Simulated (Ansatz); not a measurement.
`[CH3][AlH][SiH2][SbH2]` + `CO[SiH](C)Cl` → `CO[SiH2][AlH][CH3]` + `C[SiH](Cl)[SbH2]`  (redistribution)

Gas-phase electronic energies from Ansatz, PBE0-D4/def2-TZVP geometries. CCSD(T)/CBS is the MP2 limit (def2-TZVPP, def2-QZVPP) plus CCSD(T) − MP2 in def2-TZVPP, frozen cores. DFT in def2-TZVPP. B3LYP here is the variant with VWN-RPA as its local correlation; programs differ in this. def2 core potentials past Kr. For Sb outer-core shells are correlated without core-valence functions, which leaves a few kJ/mol of doubt a bond. Each species was taken in one conformer, which may not be the lowest.

```json
{"level": "PBE-D4", "ΔE (kcal/mol)": "15.7", "difference from CCSD(T)/CBS": "0.7"}
{"level": "r2SCAN-D4", "ΔE (kcal/mol)": "16.3", "difference from CCSD(T)/CBS": "1.3"}
{"level": "PBE0-D4", "ΔE (kcal/mol)": "15.5", "difference from CCSD(T)/CBS": "0.5"}
{"level": "B3LYP-D4", "ΔE (kcal/mol)": "13.3", "difference from CCSD(T)/CBS": "-1.7"}
{"level": "ωB97X-V", "ΔE (kcal/mol)": "13.2", "difference from CCSD(T)/CBS": "-1.8"}
{"level": "ωB97M-V", "ΔE (kcal/mol)": "15.1", "difference from CCSD(T)/CBS": "0.1"}
{"level": "B2PLYP", "ΔE (kcal/mol)": "13.3", "difference from CCSD(T)/CBS": "-1.7"}
{"level": "PBE", "ΔE (kcal/mol)": "14.9", "difference from CCSD(T)/CBS": "-0.1"}
{"level": "r2SCAN", "ΔE (kcal/mol)": "16.2", "difference from CCSD(T)/CBS": "1.2"}
{"level": "PBE0", "ΔE (kcal/mol)": "14.9", "difference from CCSD(T)/CBS": "-0.1"}
{"level": "B3LYP", "ΔE (kcal/mol)": "12.0", "difference from CCSD(T)/CBS": "-3.0"}
{"level": "HF/def2-TZVPP", "ΔE (kcal/mol)": "9.0", "difference from CCSD(T)/CBS": "-6.0"}
{"level": "MP2/def2-TZVPP", "ΔE (kcal/mol)": "15.5", "difference from CCSD(T)/CBS": "0.5"}
{"level": "SCS-MP2/def2-TZVPP", "ΔE (kcal/mol)": "13.7", "difference from CCSD(T)/CBS": "-1.3"}
{"level": "CCSD/def2-TZVPP", "ΔE (kcal/mol)": "13.7", "difference from CCSD(T)/CBS": "-1.3"}
{"level": "CCSD(T)/def2-TZVPP", "ΔE (kcal/mol)": "14.9", "difference from CCSD(T)/CBS": "-0.1"}
{"level": "HF/def2-QZVPP", "ΔE (kcal/mol)": "8.9", "difference from CCSD(T)/CBS": "-6.1"}
{"level": "MP2/def2-QZVPP", "ΔE (kcal/mol)": "15.6", "difference from CCSD(T)/CBS": "0.6"}
{"level": "SCS-MP2/def2-QZVPP", "ΔE (kcal/mol)": "13.7", "difference from CCSD(T)/CBS": "-1.3"}
{"level": "HF/CBS(def2)", "ΔE (kcal/mol)": "8.9", "difference from CCSD(T)/CBS": "-6.1"}
{"level": "MP2/CBS(def2)", "ΔE (kcal/mol)": "15.6", "difference from CCSD(T)/CBS": "0.6"}
{"level": "CCSD/CBS(def2)", "ΔE (kcal/mol)": "13.9", "difference from CCSD(T)/CBS": "-1.1"}
{"level": "CCSD(T)/CBS", "ΔE (kcal/mol)": "15.0", "difference from CCSD(T)/CBS": "0"}
```

Largest T1 diagnostic among the species: 0.014.

The D4 term adds +1.3 kcal/mol with B3LYP and +0.6 kcal/mol with PBE0; it sums over pairs of atoms, weighted by their polarisabilities, and B3LYP, whose exchange is more repulsive, gets the larger term. In def2-TZVPP, CCSD(T) changes the Hartree–Fock value by +5.9 kcal/mol (the triples alone add +1.2 kcal/mol) and MP2 by +6.5 kcal/mol.
